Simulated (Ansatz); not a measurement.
Two isomers of C2H8FNSi: A = `N[SiH2]CCF`, B = `C[SiH2]C(N)F`.

Program: Ansatz. Geometries: PBE0-D4/def2-TZVP. ΔE: electronic, gas phase. CBS: MP2 limit from def2 TZ/QZ plus the TZ coupled-cluster correction, frozen cores. DFT in def2-TZVPP. B3LYP here is the variant with VWN-RPA as its local correlation; programs differ in this. Each species was taken in one conformer, which may not be the lowest.

A:

```xyz
13

N     1.309   -1.953    0.145
Si   -0.134   -1.025    0.251
C     0.240    0.733   -0.292
C    -0.935    1.667   -0.202
F    -0.572    2.952   -0.585
H     2.123   -1.691    0.677
H     1.245   -2.955    0.066
H    -0.749   -0.956    1.614
H    -1.125   -1.674   -0.648
H     0.617    0.699   -1.319
H     1.053    1.114    0.337
H    -1.320    1.734    0.820
H    -1.751    1.354   -0.862
```

B:

Z-matrix (Å, degrees):
```
C
Si 1 1.869
H 1 1.092 2 110.6
H 1 1.092 2 110.5 3 119.5
H 1 1.093 2 111.4 3 -121.0
C 2 1.907 1 109.7 3 56.4
H 2 1.488 1 111.0 3 176.1
H 2 1.486 1 110.9 3 -62.8
F 6 1.428 2 107.0 1 -72.1
N 6 1.405 2 112.4 1 51.8
H 6 1.094 2 111.1 1 174.1
H 10 1.010 6 113.3 2 -57.1
H 10 1.011 6 113.5 2 176.9
```

(1) Which isomer does CCSD(T)/CBS put lower? Give the gap. (An estimate is asked.)

(2) Give E(B) − E(A) in kcal/mol with CCSD(T)/def2-TZVPP, ωB97M-V, CCSD/def2-TZVPP, PBE0-D4, B3LYP, B3LYP-D4, HF/def2-TZVPP. (An estimate is asked.)

Largest T1 diagnostic: 0.011.

Answers

(1) The calculation gave: A, by 16.0 kcal/mol.

(2) Computed: CCSD(T)/def2-TZVPP 15.7, ωB97M-V 14.7, CCSD/def2-TZVPP 16.4, PBE0-D4 14.0, B3LYP 14.7, B3LYP-D4 14.2, HF/def2-TZVPP 18.7. None reverses the order clearly.

From PBE to PBE0 (25 % exact exchange), in def2-TZVPP and without D4, E(B) − E(A) moves by +1.9 kcal/mol. In def2-TZVPP, CCSD(T) changes the Hartree–Fock value by −2.9 kcal/mol (the triples alone add −0.7 kcal/mol) and MP2 by −2.0 kcal/mol.
